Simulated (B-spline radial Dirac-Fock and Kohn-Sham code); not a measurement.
How core holes in Fe⁴⁺ decay

System: Fe⁴⁺, configuration [Ar] 3d4.

Method: independent-particle radiative and Coulomb Auger rates from relativistic LDA hole-state orbitals, with Dirac-Fock energies. Computed with a radial finite-basis atomic code.

Partial widths are in eV. Coster-Kronig decay leaves a hole in the same principal shell; its rates are the weakest part of the model, often 1.5 to 2.5 times too large and more for N holes. Holes without an open Auger channel, or with an unreliable SCF state, are not listed.

```
hole  radiative  Auger  Coster-Kronig   total  fluorescence yield  lifetime (fs)
   K      0.415  0.773              0    1.19               0.349          0.554
  L1    0.00316  0.299           2.31    2.61             0.00121          0.252
  L2    0.00188  0.398              0   0.400             0.00471           1.65
  L3    0.00187  0.405              0   0.407             0.00460           1.62
  M1   3.12e-05      0         0.0413  0.0413            0.000754           15.9
```
